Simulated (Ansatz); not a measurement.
```yaml
atoms:
  - { symbol: Cl, position_ang: [-0.0491, -0.0374, -2.2062] }
  - { symbol: Cd, position_ang: [-0.0579, -0.0493, 0.0278] }
  - { symbol: Cl, position_ang: [0.0171, 0.0503, 2.2343] }
```

Basis set: STO-3G (spherical functions). Correlated methods keep 24 orbitals frozen. Charge 0, multiplicity 1.

Computed with Ansatz (development build ahead of 0.2.0); each method stands on the lowest determinant of its kind that the runs found. Restricted open shells among the atoms or ions are ROHF, correlated in semicanonical orbitals with singles.

Q: Give the atomization energy at this shape (free ground-state atoms in the same class of orbitals less the molecule, no zero-point energy) of singlet CdCl₂ by RHF-MP2, RHF.

A:

| method | atomization energy |
| --- | --- |
| RHF-MP2 | 9.35 eV |
| RHF | 9.40 eV |

This basis has no polarisation functions and is too small for such energies, which can lie far from measured ones in either direction.
